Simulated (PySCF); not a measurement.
Species: perfluoropropionyl chloride, C3ClF5O.
Z-matrix (Å and degrees, GFN2-xTB geometry), rows numbered from 1:
```
O 
C   1  1.1810
Cl  2  1.7230  1  124.83
C   2  1.5529  1  123.47  3  -178.30
F   4  1.3456  2  109.85  1   -31.52
F   4  1.3450  2  112.14  1  -150.61
C   4  1.5610  2  110.30  1    88.11
F   7  1.3289  4  110.65  2   -58.40
F   7  1.3247  4  111.58  2  -179.08
F   7  1.3328  4  110.35  2    60.78
```

Computed, not measured: TDDFT B3LYP/def2-SVPD, vertical, gas phase, core orbitals frozen in the response in PySCF.

Frontier orbitals with the atoms that hold most of them (Löwdin shares over 4%, at most four atoms; ? is withheld):

```
orbital  ε (eV)                            atoms
 LUMO+2    0.36  Cl3 16%, C7 13%, C2 13%, C4 11%
 LUMO+1   -0.42    Cl3 56%, C2 21%, C4 8%, O1 6%
   LUMO       ?                                ?
   HOMO   -9.43    O1 53%, Cl3 21%, C2 8%, C4 7%
 HOMO-1  -10.01                                ?
 HOMO-2  -10.18          Cl3 71%, O1 16%, C2 10%
 HOMO-3  -11.64   F5 15%, F6 14%, C4 12%, C7 12%
```

Task: Give the leading atoms of the LUMO.

Result: C2 (bonded to C, Cl and O) 38%; O1 (bonded to C) 33%; Cl3 (bonded to C) 13%; C4 (bonded to 2 C and 2 F) 6%. By element: carbon 45% or more, oxygen 33%, chlorine 13%.

Task: Give the leading atoms of the HOMO-1.

Result: Cl3 (bonded to C) 75%; C2 (bonded to C, Cl and O) 8%; C4 (bonded to 2 C and 2 F) 5%. By element: chlorine 75%, carbon 13% or more.

Task: What is the LUMO energy, and the HOMO–LUMO gap?

Result: ε(LUMO) = -2.92 eV; the gap is 6.52 eV (0.2394 hartree).

Task: The HOMO–LUMO gap is 6.52 eV. Where does the response calculation put the lowest singlet, and from which orbitals?

Result: S1 is at 4.75 eV (f = 0.0011), 1.76 eV below the gap, made of HOMO→LUMO (98%). Without the coupling terms of the response equations the lowest excitation would equal the gap.

Task: One configuration dominates each of S1, S2, S3 and S6. Which, and how do the shares of the two leading atoms of either orbital change from the occupied to the empty one?

Result: 
- S1 (4.75 eV, f 0.0011), HOMO→LUMO (98%): O1 53% → 33%, Cl3 21% → 13%, C2 8% → 38%; low, almost dark, from the terminal oxygen into the C=O bond, the pattern of n→π*
- S2 (5.76 eV, f 0.0009), HOMO-1→LUMO (100%): Cl3 75% → 13%, C2 8% → 38%, O1 at most 4% → 33%
- S3 (6.52 eV, f 0.041), HOMO-2→LUMO (86%): Cl3 71% → 13%, O1 16% → 33%, C2 10% → 38%
- S6 (8.41 eV, f 0.0024), HOMO-2→LUMO+1 (97%): Cl3 71% → 56%, O1 16% → 6%, C2 10% → 21%

Löwdin shares depend on the basis, the more so with diffuse functions.

On an x86-64 server with one thread, shared host, this took 52 s of wall time (with the writing of density and orbital grids).

One conformer stands for the species.
